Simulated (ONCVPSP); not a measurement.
## Reading a pseudo-wave (Zn)

Columns: radius, all-electron u(r) and pseudo u(r) of the 3s shell (level -138.70 eV) of zinc in the configuration [Ne] 3s2 3p6 3d10 4s1; Wu-Cohen, scalar-relativistic, ONCV scheme, ONCVPSP 4.0.1.

| r (bohr) | all-electron | pseudo |
| --- | --- | --- |
| 0.060 | 0.0747 | 0.2028 |
| 0.120 | -0.6141 | 0.4002 |
| 0.180 | -0.6772 | 0.5860 |
| 0.240 | -0.3081 | 0.7540 |
| 0.300 | 0.1963 | 0.8989 |
| 0.360 | 0.6577 | 1.0179 |
| 0.420 | 1.0039 | 1.1091 |
| 0.480 | 1.2222 | 1.1710 |
| 0.540 | 1.3297 | 1.2027 |
| 0.600 | 1.3520 | 1.2047 |
| 0.660 | 1.3137 | 1.1797 |
| 0.720 | 1.2371 | 1.1327 |
| 0.780 | 1.1384 | 1.0682 |
| 0.840 | 1.0297 | 0.9899 |
| 0.900 | 0.9191 | 0.9009 |
| 0.960 | 0.8119 | 0.8057 |
| 1.020 | 0.7113 | 0.7098 |
| 1.080 | 0.6189 | 0.6186 |
| 1.140 | 0.5355 | 0.5354 |
| 1.200 | 0.4613 | 0.4612 |
| 1.260 | 0.3958 | 0.3957 |
| 1.320 | 0.3385 | 0.3384 |
| 1.380 | 0.2886 | 0.2885 |
| 1.440 | 0.2455 | 0.2455 |
| 1.500 | 0.2084 | 0.2083 |
| 1.560 | 0.1766 | 0.1765 |

(1) How many radial nodes do the two functions have?

(2) At about which radius was the pseudo-wave matched?

(3) Is the pseudo-wave norm-conserving?

Answers

(1) The all-electron 3s function has n − l − 1 = 2; the pseudo-wave has 0, since the states of the same l below it are removed with the core.

(2) 1.20 bohr. The columns agree to 0.0005 from 1.08 bohr on; several derivatives are matched, so the curves merge somewhat inside the radius.

(3) Yes: the ONCV scheme keeps the norm inside the radius equal to the all-electron one, which fixes the energy derivative of the logarithmic derivative at the level.
